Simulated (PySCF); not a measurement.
**Radial density of C²⁺ (carbon, charge +2)**

LDA, [He] 2s2, closed-shell 1S. All numbers are calculated (PySCF 2.14, the spin-free X2C one-electron Hamiltonian (Gaussian nucleus), in cc-pVTZ-DK (4s3p2d1f, 30 functions)).

```json
{"r (bohr)": "0.00499", "4πr²ρ (e/bohr)": "0.03881"}
{"r (bohr)": "0.00839", "4πr²ρ (e/bohr)": "0.1052"}
{"r (bohr)": "0.0141", "4πr²ρ (e/bohr)": "0.2746"}
{"r (bohr)": "0.0238", "4πr²ρ (e/bohr)": "0.6893"}
{"r (bohr)": "0.0399", "4πr²ρ (e/bohr)": "1.601"}
{"r (bohr)": "0.0672", "4πr²ρ (e/bohr)": "3.277"}
{"r (bohr)": "0.113", "4πr²ρ (e/bohr)": "5.393"}
{"r (bohr)": "0.190", "4πr²ρ (e/bohr)": "6.201"}
{"r (bohr)": "0.320", "4πr²ρ (e/bohr)": "3.943"}
{"r (bohr)": "0.538", "4πr²ρ (e/bohr)": "1.294"}
{"r (bohr)": "0.905", "4πr²ρ (e/bohr)": "1.468"}
{"r (bohr)": "1.52", "4πr²ρ (e/bohr)": "1.214"}
{"r (bohr)": "2.56", "4πr²ρ (e/bohr)": "0.1757"}
{"r (bohr)": "4.31", "4πr²ρ (e/bohr)": "0.002353"}
```

Densities and radii are taken from the X2C orbitals without a picture-change correction, which distorts them close to the nucleus.
